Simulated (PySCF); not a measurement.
Vertical excitations of a molecule C6H6O from TDDFT-PBE/def2-SVPD in PySCF, as energy in eV (oscillator strength): 3.83 (0.000), 4.08 (0.215), 5.04 (0.002), 5.12 (0.000), 5.48 (0.003), 5.83 (0.002), 5.96 (0.000), 6.13 (0.009), 6.24 (0.247), 6.53 (0.046). Lowest triplet (TDA): 2.77 eV. Geometry: PBE-D3(BJ)/def2-SVP. Other conformers were not sampled.

Q: Identify the compound among the candidates.
(A) C=C=C[C@@H]1C=CO1
(B) C#CC1=CCOC1
(C) C=C=C1C=CCO1
(D) C=C=C1OCC1=C

A: C, C=C=C1C=CCO1
